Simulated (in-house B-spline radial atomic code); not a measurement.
Orbital energies and mean radii along the 17-electron series, configuration 1s2 2s2 2p6 3s2 3p1/2(2) 3p3/2(3). The effective charge is n√(-2ε), a non-relativistic measure. Computed with an all-electron radial atomic-structure program (B-spline basis): Dirac-Hartree-Fock, jj configuration that fills j = l - 1/2 first, finite nuclei.

| ion | Z | energy of 2p1/2 (Eh) | mean radius of 2p1/2 (bohr) | energy of 1s1/2 (Eh) | mean radius of 1s1/2 (bohr) | effective charge of 2p1/2 |
| --- | --- | --- | --- | --- | --- | --- |
| Eu46+ | 63 | -389.23 | 0.078101 | -1903.03 | 0.022311 | 55.802 |
| Gd47+ | 64 | -404.8 | 0.07652 | -1970.75 | 0.0219 | 56.907 |
| Tb48+ | 65 | -420.74 | 0.074986 | -2039.9 | 0.021499 | 58.016 |
| Dy49+ | 66 | -437.05 | 0.073497 | -2110.44 | 0.021111 | 59.13 |
| Ho50+ | 67 | -453.73 | 0.072052 | -2182.46 | 0.020732 | 60.248 |
| Er51+ | 68 | -470.8 | 0.070646 | -2255.94 | 0.020364 | 61.371 |
| Tm52+ | 69 | -488.26 | 0.06928 | -2330.91 | 0.020005 | 62.499 |
| Yb53+ | 70 | -506.12 | 0.06795 | -2407.37 | 0.019656 | 63.631 |
| Lu54+ | 71 | -524.37 | 0.066656 | -2485.37 | 0.019315 | 64.769 |
| Hf55+ | 72 | -543.04 | 0.065395 | -2564.93 | 0.018983 | 65.911 |
| Ta56+ | 73 | -562.12 | 0.064166 | -2646.07 | 0.018659 | 67.059 |
| W57+ | 74 | -581.63 | 0.062968 | -2728.8 | 0.018342 | 68.213 |

Question: How does the screening of 2p1/2 change?

Answer: Z less the effective charge goes from 7.20 at Z = 63 to 5.79 at Z = 74.
